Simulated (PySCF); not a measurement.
## Splitting trees

Atoms are numbered as in `[F:1][C:2]1=[C:3]([C:4]([F:5])([F:6])[F:7])[CH:8]=[CH:9][CH2:10]1` (H(Xn): hydrogen on atom n).

[PySCF 2.14.0 with density-fitted response routines: GIAO PBE0/pcSseg-1 shieldings; GFN2-xTB structure; B3LYP/pcJ-1 coupling constants (spin–dipole term only in couplings to heteroatoms); one conformer; gas phase; no relativistic terms; equivalent nuclei averaged]

References, each an isolated molecule treated in the same way: ¹⁹F (σ = 170.95 ppm) against CFCl3; ¹H (σ = 31.72 ppm) vs TMS.

Spectrometer: 500 MHz for ¹H. First-order analysis; couplings under 1 Hz (under 4 Hz in carbon signals) are ignored, and nearly equal couplings are merged; the smaller ones broaden or split the lines further.

Task: What pattern does F1 show (¹⁹F)?

Result: A quartet of doublets of doublets at δ -111.5: 16.4 Hz to F5/F6/F7 (3 × ¹⁹F, 4 bonds away), 3.2 Hz to H(C8) (1 × ¹H, 4 bonds away), 1.3 Hz to H(C9) (1 × ¹H, 4 bonds away). Lines in Hz from the centre (relative intensity): +26.9 (1), +25.6 (1), +23.6 (1), +22.4 (1), +10.4 (3), +9.2 (3), +7.2 (3), +6.0 (3), -6.0 (3), -7.2 (3), -9.2 (3), -10.4 (3), -22.4 (1), -23.6 (1), -25.6 (1), -26.9 (1). The outer lines are 53.7 Hz apart, the sum of the couplings kept, or 0.114 ppm at this field.

Task: What pattern does H(C10) show (¹H)?

Result: A doublet of quartets of doublets at δ 3.28: 2.5 Hz to H(C9) (1 × ¹H, 3 bonds away), 2.1 Hz to F5/F6/F7 (3 × ¹⁹F, 5 bonds away), 2.1 Hz to H(C8) (1 × ¹H, 4 bonds away). Lines in Hz from the centre (relative intensity): +5.5 (1), +3.4 (4), +3.0 (1), +1.2 (6), +0.8 (4), -0.8 (4), -1.2 (6), -3.0 (1), -3.4 (4), -5.5 (1). The outer lines are 10.9 Hz apart, the sum of the couplings kept, or 0.022 ppm at this field.

Task: What pattern does H(C8) show (¹H)?

Result: A doublet of doublets of triplets at δ 6.75: 7.4 Hz to H(C9) (1 × ¹H, 3 bonds away), 3.2 Hz to F1 (1 × ¹⁹F, 4 bonds away), 2.1 Hz to H(C10) (2 × ¹H, 4 bonds away). Lines in Hz from the centre (relative intensity): +7.4 (1), +5.3 (2), +4.2 (1), +3.2 (1), +2.1 (2), +0.0 (2), -2.1 (2), -3.2 (1), -4.2 (1), -5.3 (2), -7.4 (1). The outer lines are 14.8 Hz apart, the sum of the couplings kept, or 0.030 ppm at this field.

Task: What pattern does H(C9) show (¹H)?

Result: A doublet of triplets of quintets at δ 6.09: 7.4 Hz to H(C8) (1 × ¹H, 3 bonds away), 2.5 Hz to H(C10) (2 × ¹H, 3 bonds away), 1.2 Hz to F1 and F5/F6/F7 (4 × ¹⁹F, 4 or 5 bonds away).

Unscaled 3J(H,H) at this level run about 10 % above measured values.
